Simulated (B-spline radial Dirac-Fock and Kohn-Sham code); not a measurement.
## Photoionisation of germanium ions at Ga Kα (9251.7 eV)

Method: a relativistic central-field model (Hartree-Slater potential of the initial state, Latter tail, multipole expansion of the photon field, Dirac-Fock thresholds). Computed with a B-spline atomic structure program. Cross sections in kb; a dash marks an empty subshell or a threshold above the photon energy.

```tsv
ion	configuration	total	2p3/2	3p3/2	3d5/2	4s	4p3/2
Ge	[Ar] 3d10 4s2 4p2	5.384	1.45	0.196	0.00977	0.0320	0.00344
Ge⁵⁺	[Ar] 3d9	5.368	1.45	0.202	0.00968	–	–
Ge⁶⁺	[Ar] 3d8	5.385	1.45	0.208	0.00931	–	–
```
